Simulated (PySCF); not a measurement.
Atoms are numbered as in `[CH2:1]=[C:2]([Cl:3])[CH2:4][O:5][SiH2:6][N:7]([SiH3:8])[SiH3:9]`. Each H is labelled by its parent atom. Ha(C1) is cis to Cl3; Hb(C1) is trans to Cl3.

Calculated, not measured (PySCF 2.14): PBE0/pcSseg-1 with gauge-including orbitals, coordinates at the GFN2-xTB level. Non-relativistic Hamiltonian, one averaged value for each set of equivalent atoms, gas phase, a single conformation.

**Question.** Predict the 2D correlation tables (HSQC, COSY, HMBC).

**Answer.** 

HSQC (one-bond C–H):
| δH | δC |
| --- | --- |
| 5.67 (Hb(C1)) | 121.1 (C1) |
| 5.64 (Ha(C1)) | 121.1 (C1) |
| 4.64 (H(C4)) | 70.4 (C4) |

COSY cross peaks (H two or three bonds apart, from the bond graph; peaks can be absent where the dihedral angle is near 90°):
| δH | δH |
| --- | --- |
| 5.67 (Hb(C1)) | 5.64 (Ha(C1)) |

HMBC (two and three bonds, from the bond graph):
| δH | δC |
| --- | --- |
| 5.67 (Hb(C1)) | 154.8 (C2), 70.4 (C4) |
| 5.64 (Ha(C1)) | 154.8 (C2), 70.4 (C4) |
| 5.12 (H(Si6)) | 70.4 (C4) |
| 4.64 (H(C4)) | 154.8 (C2), 121.1 (C1) |

Scale: TMS for ¹H, ¹³C (reference shieldings calculated alike).

Short H···H contacts in this conformer between protons four or more bonds apart (candidates for NOE cross peaks, intensity ∝ r⁻⁶): Hb(C1)···H(C4) 2.42 Å.

Carbons that carry Cl, above all several Cl atoms, come out too deshielded, partly because spin–orbit coupling is missing. Shifts are as computed. Against solution values, carbons near 30 ppm lie about +3 ppm off and those near 130 ppm about +5 ppm; carbons on Cl a further +6 ppm. Of 1211 compounds with measured shifts, 218 miss one by over three times the rms of a fit or turn the order of signals round; such compounds aren't used in these exercises.
